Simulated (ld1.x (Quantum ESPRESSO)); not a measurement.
rhenium: excitation energies, all-electron against TM

ld1.x (Quantum ESPRESSO) 7.5 input, shortened:

```
&input
   title='Re', zed=75., rel=2, dft='PZ', iswitch=3,
   config='[Xe] 4f14 5d5 6s1.5 6p0', rel_dist='average'
 /
 &inputp
   pseudotype=2, tm=.true., lloc=0,
   nlcc=.true., rcore=1.15
 /
3
6P  2  1   0.00   0.00  3.00  3.00  0.0
5D  3  2   5.00   0.00  2.65  2.65  0.0
6S  1  0   1.50   0.00  2.05  2.05  0.0
 &test
   configts(1)='5d5 6s1.5 6p0'
 /
```

Open shells are filled in proportion to 2j + 1 (rel_dist='average').

Energies are relative to the spin-unpolarised reference configuration 5d5 6s1.5 6p0; without spin polarisation the order of configurations can differ from experiment.

Give the all-electron excitation energy and the error of the potential for: 5d5 6s2 6p0; 5d5 6s1 6p0; 5d5 6s0 6p0; 5d5 6s0 6p2; 5d4 6s2 6p0; 5d5 6s1 6p1; 5d3 6s0 6p0.

```tsv
valence configuration	charge	ΔE all-electron (eV)	error AE − PS (meV)
5d5 6s2 6p0	0	-3.905	-0.5
5d5 6s1 6p0	+1	5.615	-0.7
5d5 6s0 6p0	+2	22.295	-15
5d5 6s0 6p2	0	6.039	-11
5d4 6s2 6p0	+1	6.289	-36
5d5 6s1 6p1	0	0.914	-2.3
5d3 6s0 6p0	+4	89.393	-597
```

Levels in the configuration 5d5 6s2 6p0:

```json
{"level": "5d j=3/2", "all-electron (eV)": "-6.122", "pseudo (eV)": "-6.127"}
{"level": "5d j=5/2", "all-electron (eV)": "-5.232", "pseudo (eV)": "-5.236"}
{"level": "6s j=1/2", "all-electron (eV)": "-6.166", "pseudo (eV)": "-6.165"}
```
